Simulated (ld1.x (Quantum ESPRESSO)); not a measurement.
magnesium: excitation energies, all-electron against TM

ld1.x (Quantum ESPRESSO) 7.5 input, shortened:

```
&input
   title='Mg', zed=12., rel=0, dft='PW91', iswitch=3,
   config='[Ne] 3s1.5 3p0'
 /
 &inputp
   pseudotype=2, tm=.true., lloc=0,
   nlcc=.false.
 /
2
2P  2  1   6.00   0.00  0.75  0.75  0.0
2S  1  0   2.00   0.00  0.90  0.90  0.0
 &test
   configts(1)='2s2 2p6 3s1.5 3p0'
 /
```

Occupied shells without a wave of their own: 3s. They enter only through the test configuration that unscreens the potential.

Energies are relative to the spin-unpolarised reference configuration 2s2 2p6 3s1.5 3p0; without spin polarisation the order of configurations can differ from experiment.

```tsv
valence configuration	charge	ΔE all-electron (eV)	error AE − PS (meV)
2s2 2p6 3s2 3p0	0	-3.157	+39
2s2 2p6 3s1 3p0	+1	4.825	-54
2s2 2p6 3s0 3p1	+1	9.154	-157
2s2 2p5 3s2 3p0	+1	55.581	+234
2s2 2p6 3s1 3p1	0	0.321	-33
2s2 2p6 3s0 3p2	0	3.993	-117
```

(1) What are ΔE and the potential's error for 2s2 2p6 3s0 3p0?

Answers

(1) ΔE = 19.871 eV all-electron; the error (AE − PS) is -226 meV.

ld1.x printed “convergence not achieved” for 3 of the counted tests; their residual had stalled under 1e-8, short of the target of 1e-14. The 3s level has no wave, so the channel is fitted at the deeper level alone: the likely source of the large errors.
